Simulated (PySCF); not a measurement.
# C5H10Se: core ionisation energies

Compound: C5H10Se.
Structure used (PBE0-D3(BJ)/def2-SVP), in Å, numbered top down from 1:
```xyz
16
C5H10Se angstrom
C     -0.0363    1.1398    0.4377
C      1.1176    0.1718    0.7245
C      1.4680   -0.7131   -0.4596
Se     0.0600   -2.0424   -0.7883
C     -1.4220   -0.9172   -0.1597
C     -1.1500    0.5512   -0.4369
H     -0.4566    1.4762    1.4000
H      0.3542    2.0456   -0.0546
H      2.0073    0.7463    1.0329
H      0.8646   -0.4789    1.5782
H      2.3837   -1.2926   -0.2751
H      1.6250   -0.1191   -1.3736
H     -2.3095   -1.2731   -0.7020
H     -1.5877   -1.1015    0.9132
H     -2.0756    1.1329   -0.2892
H     -0.8922    0.6582   -1.5039
```

The calculation used delta-SCF UKS SCAN, pcX-2 on the ionised atom, pcseg-1 elsewhere, spin-free X2C (PySCF). Binding energies are ΔSCF values: E(core-ionised, relaxed orbitals) − E(ground state) at a fixed geometry, referred to the vacuum level.

**Question.** Give the core binding energies atom by atom.

**Answer.** 
| atom(s) | bonded to | level | binding energy (eV) | above the level's lowest (eV) | count |
| --- | --- | --- | --- | --- | --- |
| C1 | 2 C and 2 H | C 1s | 290.60 | 0.00 | 1 |
| C2/C6 | 2 C and 2 H | C 1s | 290.64 | +0.04 | 2 |
| C3/C5 | C, Se and 2 H | C 1s | 290.71 | +0.11 | 2 |

The 3 C 1s values lie within 0.11 eV of each other; Gaussian lines of 0.5 eV full width would blend them into one maximum.

**Question.** Express the binding energy of C 1s of C3/C5 in atomic units and per mole.

**Answer.** 290.71 eV = 10.6834 Eh = 28049 kJ/mol.

**Question.** What is the longest wavelength that can ionise C 1s of C3/C5 vertically?

**Answer.** λ = hc/E = 12398.42 eV Å / 290.71 eV = 42.649 Å.

Atoms equivalent by their bonding share one computed value, that of the first of them. No level of selenium is listed. The structure is a single PBE0-D3(BJ)/def2-SVP conformer in the gas phase; no vibrational or solvent corrections.

Hardware: one thread of an Arm Neoverse V1, no GPU (shared host). Cost: 39 s wall, 0.48 GiB resident at most.
